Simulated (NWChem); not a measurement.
Species: C2H5NOSi; SMILES N#CC[SiH2]O

```xyz
10

N      0.3299     2.8583     0.0000
C     -0.1949     1.8255     0.0000
C     -0.8013     0.5108     0.0000
Si     0.4891    -0.8758     0.0000
O     -0.4339    -2.2593     0.0000
H     -1.4443     0.3920     0.8875
H     -1.4443     0.3920    -0.8875
H      1.3440    -0.7622    -1.2184
H      1.3440    -0.7622     1.2184
H      0.0162    -3.1085     0.0000
```
Atoms are numbered in this order, from 1.

Level: PBE0/def2-SVP (NWChem), optimised geometry, unscaled harmonic frequencies. 

**Question.** List the harmonic frequencies with IR intensities, and the thermochemistry.

**Answer.** 
```csv
frequency (cm⁻¹),IR intensity (km/mol)
65,6.9
116,7.3
184,124.5
251,2.6
390,0.2
479,0.9
496,8.0
703,79.6
722,59.1
786,163.0
833,38.0
864,50.9
944,199.9
983,19.5
988,90.0
1143,2.6
1186,62.0
1404,10.6
2242,79.6
2242,144.8
2403,33.1
3082,2.1
3146,2.2
3941,134.2
```

- zero-point energy = 42.3 kcal/mol
- thermal correction to the enthalpy at 298.15 K (with zero-point energy) = 47.1 kcal/mol
- heat capacity Cv = 22.8 cal/(mol K)
- entropy at 298.15 K and 1 atm (symmetry number 1) = 81.0 cal/(mol K)
- dipole moment = 4.50 D

Rigid rotor and harmonic oscillator; modes under 100 cm⁻¹ make the entropy uncertain.
